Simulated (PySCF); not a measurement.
Variants of one PySCF input: Sn2

Base input, run as `OMP_NUM_THREADS=1 python input.py` with PySCF 2.14:

```python
from pyscf import gto, scf

mol = gto.M(
    atom='Sn 0 0 0; Sn 0 0 2.43',
    basis='def2-svp',
    ecp={'Sn': 'def2-svp'},
    charge=0,
    spin=2,
    verbose=4,
)
mf = scf.UHF(mol)
mf.kernel()
mf.nuc_grad_method().kernel()
mf.dip_moment()
print('orbital energies (hartree):', [e[max(0, n-3):n+3].round(4) for e, n in zip(mf.mo_energy, mol.nelec)])
```

Base result: E(SCF) = -426.678382 Eh, 10 cycles, ⟨S²⟩ = 2.011, μz(SCF) = 0.00 D, gradient on the second atom -0.0980 Eh/bohr. The bond length is a typed value, not an optimised one. No search for the lowest solution was made.

Hardware: Arm Neoverse V1, 1 thread, shared host. Wall time 3.6 s, peak memory 0.12 GiB.

Each row names what differs from the base; energies in brackets are changes from the base.

| change | result | wall time (s) |
| --- | --- | --- |
| density fitting: none → weigend [this fitting set is unfit for the basis or for exact exchange; a fit set errs by some meV] | E(SCF) = -419.956394 Eh, 10 cycles, ⟨S²⟩ = 2.022, μz(SCF) = 0.00 D, gradient on the second atom 0.0790 Eh/bohr | 1.8 |
| spin (2S): 2 → 102 [unsound on purpose] | stops with AssertionError | 0.64 |
| step after the SCF: gradient → tda; number of roots: default → 5 | E(SCF) = -426.678382 Eh (+0.0000 eV), 10 cycles, ⟨S²⟩ = 2.011, μz(SCF) = 0.00 D, first excitations without spin–orbit coupling 0.29, 0.29, 1.49, 1.49, 2.51 eV | 3 |
| geometry: bond 2.43 → bond 7.29 | E(SCF) = -426.523569 Eh (+4.2127 eV), 10 cycles, ⟨S²⟩ = 2.019, μz(SCF) = 0.00 D, gradient on the second atom 0.0045 Eh/bohr | 2.3 |
| geometry: bond 2.43 → bond 2.722 | E(SCF) = -426.701836 Eh (-0.6382 eV), 9 cycles, ⟨S²⟩ = 2.011, μz(SCF) = 0.00 D, gradient on the second atom -0.0013 Eh/bohr | 3.4 |
| second-order solver: off → on | E(SCF) = -426.678382 Eh (+0.0000 eV), 3 cycles, ⟨S²⟩ = 2.011, μz(SCF) = 0.00 D, gradient on the second atom -0.0980 Eh/bohr | 3.8 |
| basis set: def2-svp → sbkjc [with its own core potential] | E(SCF) = -6.526885 Eh, 8 cycles, ⟨S²⟩ = 2.016, μz(SCF) = 0.00 D, gradient on the second atom -0.0640 Eh/bohr | 1.1 |
| geometry: bond 2.43 → bond 0 [unsound on purpose] | stops with RuntimeError (Ill geometry) | 0.63 |
| charge: 0 → -1; spin (2S): 2 → 3 [another spin of the ion may lie lower] [no diffuse functions for the anion] [a high spin state] | E(SCF) = -426.679080 Eh (-0.0190 eV), 10 cycles, ⟨S²⟩ = 3.776, gradient on the second atom -0.1285 Eh/bohr | 3.6 |
| step after the SCF: gradient → polarizability | E(SCF) = -426.678382 Eh (+0.0000 eV), 10 cycles, ⟨S²⟩ = 2.011, μz(SCF) = 0.00 D, α(xx, yy, zz) = 893.8, 893.8, 159.2 bohr³ | 1.6 |
| SCF type: UHF → ROHF | E(SCF) = -426.675519 Eh (+0.0779 eV), 8 cycles, μz(SCF) = 0.00 D, gradient on the second atom -0.0982 Eh/bohr | 3.6 |
| charge: 0 → 2 [another spin of the ion may lie lower] | E(SCF) = -425.964254 Eh (+19.4324 eV), 9 cycles, ⟨S²⟩ = 2.025, gradient on the second atom -0.1583 Eh/bohr | 3.5 |
| step after the SCF: gradient → mp2; frozen orbitals: default → 8 | E(SCF) = -426.678382 Eh (+0.0000 eV), 10 cycles, E(MP2) − E(SCF) = -0.14925 Eh, ⟨S²⟩ = 2.011, μz(SCF) = 0.00 D | 1.4 |
| level shift (hartree): none → 0.1 [ends in another solution than the base] | E(SCF) = -426.672182 Eh (+0.1687 eV), 11 cycles, ⟨S²⟩ = 2.021, μz(SCF) = 0.00 D, gradient on the second atom -0.0638 Eh/bohr | 3.6 |
| functional: none (Hartree–Fock) → r2scan; SCF type: UHF → UKS; step after the SCF: gradient → analyze | E(SCF) = -428.723208 Eh, 10 cycles, ⟨S²⟩ = 2.005, μz(SCF) = 0.00 D | 6.4 |
| spin-free X2C: off → on [unsound on purpose] | stops with NotImplementedError | 0.66 |
| functional: none (Hartree–Fock) → pbe; SCF type: UHF → UKS; step after the SCF: gradient → analyze | E(SCF) = -428.561545 Eh, 10 cycles, ⟨S²⟩ = 2.002, μz(SCF) = 0.00 D | 3.7 |
| SCF type: UHF → RHF [runs as restricted open-shell] | E(SCF) = -426.675519 Eh (+0.0779 eV), 8 cycles, μz(SCF) = 0.00 D, gradient on the second atom -0.0982 Eh/bohr | 3.6 |
| geometry: bond 2.43 → bond 2.357 | E(SCF) = -426.661031 Eh (+0.4722 eV), 10 cycles, ⟨S²⟩ = 2.020, μz(SCF) = 0.00 D, gradient on the second atom -0.0992 Eh/bohr | 3.6 |
| electric field along z (a.u.): none → 0.005; step after the SCF: gradient → analyze | E(SCF) = -426.680370 Eh (-0.0541 eV), 12 cycles, ⟨S²⟩ = 2.011, μz(SCF) = 2.02 D | 1.2 |
| geometry: bond 2.43 → bond 1.944 | E(SCF) = -426.438269 Eh (+6.5338 eV), 10 cycles, ⟨S²⟩ = 2.016, μz(SCF) = 0.00 D, gradient on the second atom -0.5775 Eh/bohr | 3.7 |
| electric field along z (a.u.): none → 0.001; step after the SCF: gradient → analyze | E(SCF) = -426.678462 Eh (-0.0022 eV), 11 cycles, ⟨S²⟩ = 2.011, μz(SCF) = 0.40 D | 1.1 |

Q: Order these changes by how far they move the SCF energy from the base, largest first: (1) geometry: bond 2.43 → bond 1.944; (2) geometry: bond 2.43 → bond 2.357; (3) geometry: bond 2.43 → bond 2.722; (4) geometry: bond 2.43 → bond 7.29.

A: (1) +6.5338 eV, (4) +4.2127 eV, (3) -0.6382 eV, (2) +0.4722 eV.
